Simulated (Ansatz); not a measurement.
`OC[SiH](F)F`. Charge 0, multiplicity 1. Geometry: relaxed with PBE0-D4/def2-TZVP. It is one conformer, not always the lowest.

```xyz
9

O    -0.331   -0.832    1.505
C    -0.805   -0.225    0.313
Si    0.584    0.304   -0.817
F     1.353   -0.951   -1.408
F     1.627    1.099    0.089
H     0.283   -0.231    1.935
H    -1.464    0.633    0.522
H    -1.428   -0.968   -0.194
H     0.182    1.171   -1.945
```

**Question.** What is the dipole moment at ωB97M-V/def2-TZVPP? (Estimate.)

**Answer.** Computed: 2.05 D, with components (-1.39, 1.48, -0.31) D in this frame, pointing from negative to positive charge.

**Question.** And with PBE, r2SCAN, B3LYP? (An estimate is asked.)

**Answer.** The calculation gave: PBE 1.90 D, r2SCAN 1.97 D, B3LYP 2.07 D.

**Question.** Give the Mulliken charges with ωB97M-V, PBE, B3LYP in def2-TZVPP. (Best estimate.)

**Answer.** Ansatz gave: 
| atom | ωB97M-V | PBE | B3LYP |
| --- | --- | --- | --- |
| O1 | -0.32 | -0.30 | -0.34 |
| C2 | -0.15 | -0.10 | -0.09 |
| Si3 | 0.73 | 0.67 | 0.78 |
| F4 | -0.30 | -0.27 | -0.31 |
| F5 | -0.31 | -0.28 | -0.33 |
| H6 | 0.18 | 0.19 | 0.19 |
| H7 | 0.11 | 0.09 | 0.09 |
| H8 | 0.11 | 0.10 | 0.10 |
| H9 | -0.05 | -0.10 | -0.10 |

B3LYP here is the variant with VWN-RPA as its local correlation; programs differ in this.
